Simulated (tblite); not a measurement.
C4H12N2Si2.
InChI=1S/C4H12N2Si2/c1-3-4(7)2-6(8)5-3/h4H,2H2,1,7-8H3/t4-/m0/s1

Method: GFN2-xTB as coded in tblite; computed harmonic values from a numerical Hessian at the method's own geometry, unscaled. The method is semi-empirical: single wavenumbers can be off by several per cent or more. Modes of hydrogen on silicon can be 10 to 20 % off.

Harmonic wavenumbers (cm⁻¹): 37.9, 55.7, 106.0, 109.8, 135.0, 153.2, 185.6, 242.9, 308.6, 344.3, 448.6, 504.2, 532.0, 554.3, 559.7, 589.6, 637.8, 705.8, 732.9, 775.5, 781.1, 784.0, 792.2, 826.0, 878.8, 923.4, 990.7, 1013.7, 1020.4, 1068.0, 1108.4, 1141.0, 1157.5, 1173.0, 1233.1, 1290.9, 1328.7, 1394.7, 1467.4, 1469.6, 1500.9, 1696.0, 2172.5, 2221.7, 2260.5, 2263.0, 2282.1, 2346.0, 2881.3, 2918.7, 2932.9, 2986.1, 3004.7, 3057.1.

A = 2436, B = 887.2, C = 707.4 MHz; mass 144.054 u (most abundant isotopes); point group C1, symmetry number 1.

What is the zero-point energy?

½Σν̃ = 32043 cm⁻¹ = 91.61 kcal/mol.

What is S at 298.15 K and 1 bar for an ideal gas of classical rigid rotors and harmonic oscillators?

Translation 40.83, rotation 29.73, vibration 35.28: S = 105.8 cal/(mol K).

And Cp and H(298.15 K) − H(0)?

Cp = 43.71 cal/(mol K), of which vibrations give 35.76 (their classical limit is 54 R = 107.3); H(298.15 K) − H(0) = 7.80 kcal/mol without the zero-point energy, 5.43 from vibrations.

Blend soft modes into free rotors: weight 1/[1 + (100 cm⁻¹/ν̃)⁴] for the oscillator and the rest for a rotor with moment μB/(μ + B), μ = h/(8π²ν), B = 10⁻⁴⁴ kg m². What vibrational entropy results?

32.16 cal/(mol K) in place of 35.28, which changes −T·S at 298.15 K by +0.93 kcal/mol.

What must be added to the electronic energy to get the Gibbs energy at 298.15 K and 1 bar?

ZPE + [H(298.15 K) − H(0)] − T·S = 91.61 + 7.80 − 31.56 = 67.85 kcal/mol.

Hindered rotation and anharmonicity are outside this model. The structure is chiral; the term R ln 2 for an equal mix with its mirror image is left out.
